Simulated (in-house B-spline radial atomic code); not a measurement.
**Binding energies in Os⁵⁺**

NIST's tabulated ground configuration is [Xe] 4f14 5d3; each binding energy is the energy of the ion with one electron taken from that subshell, relaxed, less that of the parent. Method: Dirac-Hartree-Fock, average of configuration, Fermi nucleus of rms radius 5.4126 fm. Calculated with a B-spline radial code for spherical atoms. Energies include first-order Breit, QED and recoil terms.

```csv
subshell,X-ray name,binding energy (eV),-ε (eV),relaxation (eV)
1s,K,73945.3,74415.0,87.8
2s,L1,13052.8,13152.3,51.7
2p1/2,L2,12464.4,12567.6,56.4
2p3/2,L3,10950.5,11033.5,53.0
3p1/2,M2,2874.7,2913.1,29.4
3p3/2,M3,2540.6,2573.5,27.6
4s,N1,740.6,753.4,10.6
4p1/2,N2,630.9,643.2,10.5
4p3/2,N3,552.3,562.6,9.4
5s,O1,167.3,169.3,1.7
5p1/2,O2,129.9,131.6,1.5
4f5/2,N6,127.8,135.6,8.0
4f7/2,N7,125.1,132.6,7.8
5p3/2,O3,116.8,118.2,1.2
5d,"O4,5",68.49,69.08,0.60
```

Relaxation = -ε minus the binding energy without Breit, QED and recoil terms.

Emission lines follow as differences of binding energies, with λ = 12398.42 eV·Å / E:

```csv
line,holes,energy (eV),wavelength (Å)
K-L3,1s → 2p3/2,62994.8,0.19682
K-L2,1s → 2p1/2,61480.9,0.20166
K-M3,1s → 3p3/2,71404.7,0.17364
L1-M3,2s → 3p3/2,10512.2,1.1794
```

Problem. What screening constant σ does Moseley's law, E = (3/4)·13.6057 eV·(Z - σ)², need for K-L3?

Solution. σ = -2.57.

Moseley's non-relativistic formula needs a falling, then negative, screening constant for heavy elements, because relativity binds the 1s electron more strongly than the formula allows.

Problem. What does it cost to remove both a 2p1/2 and a 5p3/2 electron?

Solution. 12603 eV, which is 21.84 eV more than the two single binding energies together.

Problem. What does it cost to remove both a 5s and a 5d electron?

Solution. 252.7 eV, which is 16.95 eV more than the two single binding energies together.
